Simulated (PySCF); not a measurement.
Vertical excitations of a molecule C2H9FOSi2 from TDA-PBE/def2-SVPD run with PySCF, as energy in eV (oscillator strength): 6.55 (0.007), 6.61 (0.013), 6.83 (0.003), 7.00 (0.029), 7.07 (0.036), 7.22 (0.003). Lowest triplet (TDA): 6.33 eV. Coordinates come from a r2SCAN-D4/def2-SVP optimisation. The values are those of a single conformer.

Task: Identify the compound among the candidates.
A. C[SiH2][C@@H](O)[SiH2]F
B. C[Si@H](F)C[SiH2]O
C. C[SiH2]CO[SiH2]F
D. O[SiH2][C@H](F)C[SiH3]

Result: C, C[SiH2]CO[SiH2]F
